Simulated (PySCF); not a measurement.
A run for PySCF: R-BP86/LANL2DZ on MoO2 (SMILES [O]=[Mo]=[O]), 2S+1 = 1, a spin state set in the input, which need not be the lowest.

```python
from pyscf import gto, scf, dft, mp
from pyscf.data.elements import chemcore

mol = gto.M(
    atom='''
    Mo    0.39597637   -0.33024717    0.40211274
    O     0.79907676    0.34839437   -1.07599836
    O    -1.22822185    0.02932440    0.60346598
    ''',
    basis='lanl2dz',
    ecp={'Mo': 'lanl2dz'},
    charge=0, spin=0, verbose=3, max_memory=1800)
mf = dft.RKS(mol, xc='b88,p86')
mf.conv_tol = 1e-8
mf.max_cycle = 100
mf.kernel()
if not mf.converged:
    mf = mf.newton().run(mf.mo_coeff, mf.mo_occ)
```

Task: Predict the final total energy.

Result: -218.0316 hartree.
